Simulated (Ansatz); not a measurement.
**Worked example: C2H3BrF2 + CBrCl3 → C2H3ClF2 + CBr2Cl2**

Species: C2H3BrF2 `FCC(F)Br`, singlet; CBrCl3 (bromotrichloromethane) `ClC(Cl)(Cl)Br`, singlet; C2H3ClF2 `FCC(F)Cl`, singlet; CBr2Cl2 (dibromodichloromethane) `ClC(Cl)(Br)Br`, singlet. The partners trade Br for Cl; both sit on C, so the bond types are kept.

Shapes, held fixed at every level: PBE0-D4/def2-TZVP. Flexible molecules stand in one conformer, not always the lowest. Programs: Ansatz 0.2.0. Electronic energies: no zero-point or thermal term.

At CCSD(T)/def2-TZVPP; 1 Eh = 2625.50 kJ/mol:

```
 species   energy (Eh)
C2H3BrF2  -2850.047770
  CBrCl3  -3989.893192
C2H3ClF2   -737.070635
 CBr2Cl2  -6102.872812
```

Question: Work out ΔE of the reaction at this level.

Answer: 
1. Products less reactants: (-737.070635) + (-6102.872812) − [(-2850.047770) + (-3989.893192)] = -0.002485 Eh = -6.5 kJ/mol.

Other levels give -8.7 (MP2/def2-TZVPP) to -5.1 kJ/mol (r2SCAN-D4/def2-TZVPP). No measured value is set beside it here. Relativity is left out for Br. Outer-core shells of Br are correlated in most correlated rows, in sets that cover them unevenly.
